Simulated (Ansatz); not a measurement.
F$_{2}$H$_{5}$NO$_{2}$Si$_{2}$, SMILES `O[Si@@H](F)N[Si@@H](O)F`. Total charge 0; spin multiplicity 1. All single points use the PBE0-D4/def2-TZVP geometry. It is one conformer, not always the lowest.

```xyz
12

O    -0.439   -0.666    2.580
Si   -0.247   -1.005    1.003
F    -1.652   -0.997    0.227
N     0.701    0.172    0.207
Si    0.566    0.876   -1.356
O    -0.644    0.191   -2.186
F     0.325    2.441   -1.162
H    -0.736    0.211    2.831
H     0.263   -2.382    0.957
H     1.482    0.514    0.754
H     1.800    0.761   -2.148
H    -1.418   -0.114   -1.705
```

What is the dipole moment at r2SCAN/def2-TZVPP? (Estimate.)

Ansatz gave: 2.11 D, with components (0.73, 0.11, 1.97) D in this frame, pointing from negative to positive charge.

And with PBE, B3LYP, ωB97M-V? (Estimate.)

Ansatz gave: PBE 2.07 D, B3LYP 2.12 D, ωB97M-V 2.13 D.

Give the Mulliken charges with r2SCAN, B3LYP, ωB97M-V in def2-TZVPP. (An estimate is asked.)

The calculation gave: 
```json
{"atom": "O1", "r2SCAN": "-0.40", "B3LYP": "-0.38", "ωB97M-V": "-0.37"}
{"atom": "Si2", "r2SCAN": "0.74", "B3LYP": "0.72", "ωB97M-V": "0.67"}
{"atom": "F3", "r2SCAN": "-0.34", "B3LYP": "-0.34", "ωB97M-V": "-0.33"}
{"atom": "N4", "r2SCAN": "-0.39", "B3LYP": "-0.34", "ωB97M-V": "-0.34"}
{"atom": "Si5", "r2SCAN": "0.75", "B3LYP": "0.73", "ωB97M-V": "0.68"}
{"atom": "O6", "r2SCAN": "-0.41", "B3LYP": "-0.39", "ωB97M-V": "-0.39"}
{"atom": "F7", "r2SCAN": "-0.32", "B3LYP": "-0.32", "ωB97M-V": "-0.31"}
{"atom": "H8", "r2SCAN": "0.21", "B3LYP": "0.19", "ωB97M-V": "0.18"}
{"atom": "H9", "r2SCAN": "-0.09", "B3LYP": "-0.09", "ωB97M-V": "-0.04"}
{"atom": "H10", "r2SCAN": "0.14", "B3LYP": "0.12", "ωB97M-V": "0.10"}
{"atom": "H11", "r2SCAN": "-0.10", "B3LYP": "-0.10", "ωB97M-V": "-0.05"}
{"atom": "H12", "r2SCAN": "0.21", "B3LYP": "0.20", "ωB97M-V": "0.20"}
```

B3LYP here is the variant with VWN-RPA as its local correlation; programs differ in this.
